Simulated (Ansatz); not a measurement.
Reaction (redistribution): `C#CB(O)F` + `[CH3][GeH]([SiH3])[SH]` → `C#CB(C)F` + `[OH][GeH]([SiH3])[SH]`

Isolated molecules relaxed with PBE0-D4/def2-TZVP in Ansatz; ΔE leaves out vibrations. CCSD(T)/CBS adds triple-zeta CCSD(T) − MP2 to the extrapolated MP2 energy (def2 sets, frozen cores). Functionals use def2-TZVPP. For Ge outer-core shells are correlated without core-valence functions, which leaves a few kJ/mol of doubt a bond. Scalar relativity is left out up to krypton. Each species was taken in one conformer, which may not be the lowest.

```tsv
level	ΔE (kJ/mol)
PBE-D4	84.9
PBE0-D4	88.9
ωB97X-V	83.5
ωB97M-V	86.9
PBE	83.5
SCS-MP2/def2-TZVPP	88.1
CCSD(T)/def2-TZVPP	90.4
CCSD/CBS(def2)	89.2
```

Question: What does CCSD(T)/CBS give? (Best estimate.)

Answer: Computed: +89.1 kJ/mol. The listed levels differ from it by -4.2, -0.2, -5.6, -2.2, -5.6, -1.0, 1.3, 0.1 kJ/mol.

Largest T1 diagnostic among the species: 0.014.

From PBE to PBE0 (25 % exact exchange), in def2-TZVPP and without D4, ΔE moves by +4.2 kJ/mol. In def2-TZVPP, CCSD(T) changes the Hartree–Fock value by +5.4 kJ/mol (the triples alone add −0.1 kJ/mol) and MP2 by +6.6 kJ/mol.
